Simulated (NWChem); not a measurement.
System: C$_{2}$H$_{7}$BO; SMILES BOCC

Here is an NWChem input.

```
start job
memory heap 200 mb stack 900 mb global 1100 mb
geometry units angstroms noautoz
  B     -0.242078     1.809879    -0.212094
  H     -0.040898     1.861276    -1.410387
  H     -0.697872     2.738190     0.413752
  O      0.042031     0.695548     0.473244
  C      0.567429    -0.473488    -0.127113
  C     -0.412018    -1.618143    -0.007664
  H      0.814699    -0.270858    -1.184281
  H      1.506417    -0.715912     0.397196
  H     -1.336040    -1.407288    -0.567229
  H      0.029696    -2.543001    -0.408139
  H     -0.680730    -1.790358     1.045118
end
basis spherical
  B library 6-31g*
  H library 6-31g*
  O library 6-31g*
  C library 6-31g*
end
dft
  xc mpw1k
  iterations 150
  mulliken
end
task dft energy
```

Coordinates come from a PBE0/def2-SVP optimisation.

Q: Give the results of this calculation. (MPW1K/6-31G* (spherical d).) Quantities: energy (Ha); highest occupied level (eV); orbital gap (eV); dipole (D).

A: 
```yaml
energy (Ha): -180.47
highest occupied level (eV): -9.47
orbital gap (eV): 10.45
dipole (D): 1.80
```
